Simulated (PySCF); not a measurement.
## Spin states and ions at one geometry of [HfF3(H2O)2]+

PySCF 2.14.0, RKS B3LYP, Hf def2-SVP with ECP60, F def2-SVP, O def2-SVP, H def2-SVP; non-relativistic Hamiltonian with scalar-relativistic core potentials where named; density fitting; no spin-orbit coupling; singlets restricted, open shells unrestricted. The geometry is relaxed for charge +1, singlet, vacuum:

```xyz
10

Hf    0.0304    0.0000   -0.1686
F    -1.1319    0.0000    1.3477
F    -0.8289    0.0000   -1.8552
F     1.9384    0.0000   -0.2407
O     0.2004    2.1844    0.1629
H     0.9412    2.7492   -0.1238
H    -0.4239    2.7346    0.6703
O     0.2004   -2.1844    0.1629
H    -0.4239   -2.7346    0.6703
H     0.9412   -2.7492   -0.1238
```

Energies count from the relaxed state; an electron taken off or put on is at rest in vacuum. Charges and spins are Mulliken's.

Q: Order these states by energy, lowest first.
A. charge +1, singlet, vacuum
B. charge +1, triplet, vacuum
C. charge +2, doublet, vacuum
D. charge 0, doublet, vacuum

A: D (-3.77 eV), A (0.00 eV), B (7.99 eV), C (17.97 eV).

Q: How do charge and spin on the first atom follow?

A: 
```
                     state  spin squared  charge on Hf1 (e)  spin on Hf1 (e)  dipole about the centre of mass (D)
charge +1, singlet, vacuum          0.00               1.41             0.00                                 2.10
charge +1, triplet, vacuum          2.01               1.09             0.92                                 2.64
charge +2, doublet, vacuum          0.76               1.59            -0.08                                 2.71
 charge 0, doublet, vacuum          0.75               0.86             0.58                                 1.04
```

With an electron taken off (doublet) the charges change, summed by element, by Hf +0.18 e, F +0.49 e, O +0.16 e, H +0.18 e. The vertical ionisation energy is 17.97 eV, against −ε(HOMO) = 15.54 eV of the relaxed state. The level lies 2.4 eV too high, as is usual for semilocal functionals and global hybrids, which keep a self-interaction error.

With an electron put on (doublet) the charges change, summed by element, by Hf -0.55 e, F -0.04 e, O +0.14 e, H -0.54 e. The vertical electron affinity is 3.77 eV, against −ε(LUMO) = 6.12 eV of the relaxed state.

Open shells may have lower solutions than those found.
